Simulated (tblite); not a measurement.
C₅H₆F₃NO₂SSi.
Structure used (GFN2-xTB), in Å, numbered top down from 1:
```xyz
19
C5H6F3NO2SSi angstrom
N      3.3488   -0.5496    0.5594
C      2.1023   -0.2646    0.1391
C      1.5938   -0.6456   -1.0702
C      0.2570   -0.2271   -1.3286
C     -0.3448    0.4945   -0.3551
S     -1.9748    1.0481   -0.4470
O     -2.4544    1.2021   -1.7855
O     -2.1895    2.0931    0.5087
C     -2.9110   -0.4487    0.2587
F     -2.4385   -0.7247    1.4826
F     -4.2197   -0.2573    0.3501
F     -2.6925   -1.5293   -0.4978
Si     0.7810    0.7477    1.1092
H      3.6522   -0.2815    1.4760
H      3.9636   -1.1158   -0.0020
H      2.1454   -1.2232   -1.7953
H     -0.2409   -0.4714   -2.2546
H      0.3789    0.0432    2.3240
H      1.2333    2.1193    1.3208
```

Computed values, GFN2-xTB/tblite, gas phase, harmonic and unscaled. Against measured fundamentals such values can be off by several per cent, at times by over 20. Modes of hydrogen on silicon can be 10 to 20 % off. One conformer, not necessarily the lowest.

Harmonic wavenumbers (cm⁻¹): 27.4, 36.9, 42.5, 85.3, 103.8, 115.5, 132.1, 161.4, 241.4, 263.7, 274.0, 301.7, 303.4, 309.1, 367.5, 378.2, 453.6, 472.0, 478.7, 483.4, 505.9, 530.8, 565.3, 578.3, 598.0, 618.3, 657.5, 701.1, 740.7, 796.9, 891.9, 985.4, 1013.3, 1073.7, 1081.4, 1100.4, 1122.6, 1158.3, 1224.0, 1277.9, 1312.8, 1340.2, 1459.6, 1485.6, 1598.8, 2293.8, 2302.9, 3084.6, 3093.6, 3454.5, 3551.2.

A = 1209, B = 400.1, C = 394.7 MHz; mass 228.984 u (most abundant isotopes); point group C1, symmetry number 1.

Q: What is the zero-point energy?

A: Half the sum of the wavenumbers: 23615 cm⁻¹ = 67.52 kcal/mol.

Q: What is S at 298.15 K and 1 bar for an ideal gas of classical rigid rotors and harmonic oscillators?

A: Translation 42.21, rotation 31.80, vibration 51.61: S = 125.6 cal/(mol K).

Q: And Cp and H(298.15 K) − H(0)?

A: Cp = 55.35 cal/(mol K), of which vibrations give 47.41 (their classical limit is 51 R = 101.3); H(298.15 K) − H(0) = 10.04 kcal/mol without the zero-point energy, 7.67 from vibrations.

Q: Which modes carry the vibrational entropy at 298.15 K?

A: 27.4 cm⁻¹: 6.01; 36.9 cm⁻¹: 5.42; 42.5 cm⁻¹: 5.14; 85.3 cm⁻¹: 3.77; 103.8 cm⁻¹: 3.38; 115.5 cm⁻¹: 3.17 cal/(mol K); the other 45 give 24.72 together.

Q: How do the functions run with temperature in this model?

A: 
```json
{"T (K)": "50", "S (cal/(mol K))": "67.7", "Cp (cal/(mol K))": "17.8", "H − H(0) (kcal/mol)": "0.64", "G − H(0) (kcal/mol)": "-2.75", "ln q(vib)": "1.59"}
{"T (K)": "100", "S (cal/(mol K))": "82.7", "Cp (cal/(mol K))": "26.3", "H − H(0) (kcal/mol)": "1.74", "G − H(0) (kcal/mol)": "-6.53", "ln q(vib)": "3.99"}
{"T (K)": "373.15", "S (cal/(mol K))": "138.9", "Cp (cal/(mol K))": "63.1", "H − H(0) (kcal/mol)": "14.50", "G − H(0) (kcal/mol)": "-37.34", "ln q(vib)": "16.21"}
{"T (K)": "500", "S (cal/(mol K))": "158.8", "Cp (cal/(mol K))": "73.1", "H − H(0) (kcal/mol)": "23.17", "G − H(0) (kcal/mol)": "-56.25", "ln q(vib)": "21.30"}
{"T (K)": "750", "S (cal/(mol K))": "191.0", "Cp (cal/(mol K))": "85.2", "H − H(0) (kcal/mol)": "43.11", "G − H(0) (kcal/mol)": "-100.15", "ln q(vib)": "30.26"}
{"T (K)": "1000", "S (cal/(mol K))": "216.6", "Cp (cal/(mol K))": "92.2", "H − H(0) (kcal/mol)": "65.37", "G − H(0) (kcal/mol)": "-151.21", "ln q(vib)": "38.01"}
```

q(vib) and H(0) count from the zero-point level.

Q: What must be added to the electronic energy to get the Gibbs energy at 298.15 K and 1 bar?

A: ZPE + [H(298.15 K) − H(0)] − T·S = 67.52 + 10.04 − 37.45 = 40.11 kcal/mol.

Hindered rotation and anharmonicity are outside this model. Other conformers, if any are populated, would add a mixing term that is left out. The structure is chiral; the term R ln 2 for an equal mix with its mirror image is left out.
